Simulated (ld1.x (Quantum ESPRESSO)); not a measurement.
## tantalum: one change to a TM potential, before and after

| Item | Value |
| --- | --- |
| Element | Ta |
| Generator | ld1.x (Quantum ESPRESSO) 7.5 |
| Type | norm-conserving Troullier–Martins (Kleinman–Bylander form) |
| Functional | PBEsol |
| Relativity | scalar-relativistic |
| Frozen core | [Kr] 4d10 4f14 |
| Valence charge | 13 |
| Reference configuration | 5s2 5p6 5d3 6s0 6p0 (charge +2) |
| Partial waves | 5p (bound): rc 1.20 bohr; 5d (bound): rc 2.25 bohr; 5s (bound): rc 1.70 bohr |
| Local potential | the s channel |
| Core correction | none |

All-electron outer shells of the reference configuration (PBEsol, scalar-relativistic, ld1.x):

```
shell  level (eV)  outermost node (bohr)  outermost maximum (bohr)
   5s      -88.59                   0.54                      0.98
   5p      -54.98                   0.58                      1.13
   4f      -40.30                      –                      0.44
   6s      -18.37                   1.31                      2.55
   5d      -18.32                   0.65                      1.54
   6p      -12.40                   1.56                      3.23
```

Change: core correction a·sin(br)/r model core inside 1.14 bohr.

Cutoffs: the cutoffs (Ry, on a coarse ladder) from which the occupation-weighted sum of valence levels, in a spherical-Bessel basis at the reference potential, stays within 10 and 1 mRy of its value at 400 Ry; they do not see the model core or the augmentation charge, which bear on the density cutoff. Errors are all-electron minus pseudo energies relative to the spin-unpolarised reference configuration.

What does the change do?

The potential gets neither clearly harder nor softer (100 Ry and 140 Ry → 100 Ry and 140 Ry); of the 7 tests that both files solve, the error grows in 2 and shrinks in 0 by more than 15 % and 0.3 meV (median size 1616.7 → 1594.6 meV); neither file shows a bound ghost at the reference potential, the only one tested. A model core, the more so a compact one, raises the density cutoff, which this test does not measure.

```csv
quantity,base,changed
"cutoff, loose",100 Ry,100 Ry
"cutoff, tight",140 Ry,140 Ry
bound ghosts,none,none
"error for 5s2 5p6 5d3 6s2 6p0, meV [ΔE -23.48 eV]",+2632,+2574
"error for 5s2 5p6 5d3 6s1 6p0, meV [ΔE -14.98 eV]",+1617,+1595
"error for 5s2 5p6 5d2 6s0 6p0, meV [ΔE 23.61 eV]",-8.6,-22
"error for 5s1 5p6 5d3 6s2 6p0, meV [ΔE 55.77 eV]",+4117,+4057
"error for 5s2 5p6 5d1 6s0 6p0, meV [ΔE 58.65 eV]",-46,-117
"error for 5s2 5p6 5d3 6s1 6p1, meV [ΔE -19.26 eV]",+1469,+1442
"error for 5s2 5p6 5d2 6s2 6p0, meV [ΔE -15.76 eV]",+3544,+3469
s: phases at 2.44 bohr within 0.05 rad from the reference energy up to (Ry; the scan ends near 5),-2.7,-2.7
p: phases at 2.44 bohr within 0.05 rad from the reference energy up to (Ry; the scan ends near 5),-0.2,-0.2
d: phases at 2.44 bohr within 0.05 rad from the reference energy up to (Ry; the scan ends near 5),3.0,3.0
```

Changed file: These tests converged, but a pseudo level misses the all-electron one widely, so the file describes the atom poorly there or has found another state: 5s2 5p6 5d2 6s0 6p0: empty 6s by 2.7 eV.
